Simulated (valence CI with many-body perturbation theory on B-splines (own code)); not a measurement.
**Level structure of Lu⁴⁰⁺**

Calculated by valence CI with perturbative core correlation (CI+MBPT): three valence electrons over a frozen Dirac-Fock core [Ar] 3d10, a basis of 11 s, 11 p, 9 d, 7 f, 5 g, 2 h, 1 i functions for each j, with the one-electron correlation potential Σ1 (screened to all orders), the two-electron term Σ2, the three-electron term Σ3, Breit, model QED; selected single and double excitations, second order for the rest (own B-spline code, finite nucleus).

The last digits are not significant, and no measured levels were compared; by estimate large intervals hold to a few tenths of a per cent, small ones and those within an open d or f shell to about a per cent.

Levels 46 to 67 of 67, with energies above the lowest level, (4s^2 4p1/2) J=1/2. "Leading %" is the weight of the configuration and term that name the level; weights of strongly mixed levels are sums over their largest components and can fall short. In the jj column 3d3/2^4 stands for four electrons in 3d with j = 3/2. Lifetimes count E1, E2, E3, M1 and M2 decay at the calculated energies, and are blank where another channel may lead or the interval is too uncertain; long ones can be off by a factor of two.

```tsv
No.	Configuration	Term	J	E (Ry)	Leading %	Leading jj	Lifetime	Second component
46	4p²4d	²G	7/2	34.726	37	4p1/2 4p3/2 4d3/2 (68 %)	18.2 ps	12 % 4p²4d ²F
47	4p²4d	⁴F	3/2	34.946	39	4p1/2 4p3/2 4d3/2 (94 %)	2.70 ps	28 % 4p²4d ²P
48	4p²4d	⁴D	1/2	35.006	82	4p1/2 4p3/2 4d3/2 (99 %)	2.57 ps	15 % 4p²4d ²P
49	4s4p4f	⁴G	5/2	35.323	41	4s 4p1/2 4f5/2 (69 %)	2.14 ps	18 % 4p²4d ²F
50	4s4p4f	⁴F	7/2	35.435	28	4s 4p1/2 4f7/2 (72 %)	18.1 ps	24 % 4s4p4f ⁴D
51	4s4p4f	⁴G	5/2	35.618	30	4s 4p1/2 4f5/2 (65 %)	2.07 ps	16 % 4s4p4f ²F
52	4s4p4f	⁴G	7/2	35.846	43	4s 4p1/2 4f5/2 (41 %)	2.77 ps	11 % 4p²4d ⁴F
53	4s4p4f	⁴G	9/2	35.883	26	4s 4p1/2 4f7/2 (73 %)	22.4 ps	25 % 4s4p4f ⁴F
54	4s4p4f	⁴F	3/2	35.892	43	4s 4p1/2 4f5/2 (73 %)	2.23 ps	15 % 4s4p4f ²D
55	4s4p4f	⁴F	5/2	36.040	29	4s 4p1/2 4f7/2 (74 %)	2.85 ps	21 % 4s4p4f ²F
56	4p²4d	²D	3/2	36.102	32	4p1/2 4p3/2 4d3/2 (70 %)	944 fs	16 % 4p²4d ²P
57	4p²4d	²F	7/2	36.151	31	4p1/2 4p3/2 4d5/2 (40 %)	2.76 ps	26 % 4s4p4f ²G
58	4p²4d	⁴P	1/2	36.242	39	4p1/2 4p3/2 4d3/2 (94 %)	862 fs	29 % 4p²4d ²P
59	4p²4d	⁴P	5/2	36.395	37	4p1/2 4p3/2 4d5/2 (45 %)	1.22 ps	20 % 4p²4d ⁴F
60	4p²4d	⁴F	7/2	36.491	30	4p1/2 4p3/2 4d5/2 (55 %)	1.72 ps	24 % 4s4p4f ⁴D
61	4p²4d	²G	9/2	36.535	44	4p1/2 4p3/2 4d5/2 (70 %)	2.85 ps	26 % 4p²4d ⁴F
62	4p²4d	²P	3/2	36.615	49	4p1/2 4p3/2 4d5/2 (88 %)	1.71 ps	33 % 4p²4d ⁴P
63	4p²4d	²D	5/2	36.716	50	4p1/2 4p3/2 4d5/2 (85 %)	1.89 ps	24 % 4p²4d ⁴D
64	4p²4d	²D	3/2	37.595	64	4p1/2 4p3/2 4d5/2 (91 %)	1.80 ps	14 % 4p²4d ²P
65	4p²4d	²P	1/2	37.653	60	4p1/2 4p3/2 4d5/2 (94 %)	1.67 ps	32 % 4p²4d ²S
66	4p²4d	²F	7/2	37.673	33	4p1/2 4p3/2 4d5/2 (58 %)	1.58 ps	29 % 4p²4d ²G
67	4p²4d	²F	5/2	37.953	23	4p1/2 4p3/2 4d5/2 (53 %)	980 fs	19 % 4p²4d ²D
```
